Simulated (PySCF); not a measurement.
Computed with TPSSh-D3(BJ)/def2-TZVP // PBE-D3(BJ)/def2-SVP run with PySCF. Isolated molecules, 0 K electronic values unless said otherwise. One relaxed conformer stands for a flexible species; it need not be the lowest. 

Reference species: [Hf(F)3(OH)] (neutral, multiplicity 1).

```yaml
coordination_number: 4
charge on the central atom (Mulliken): 1.69 e
```

Changed species: [Hf(F)3(NH2)] (Y = NH2; the reference has Y = OH).

Problem. Give the shifts of the coordination number and charge on the central atom (Mulliken).

Solution. the coordination number stays essentially unchanged; the charge on the central atom (Mulliken) decreases by 0.07 e, to 1.62 e.
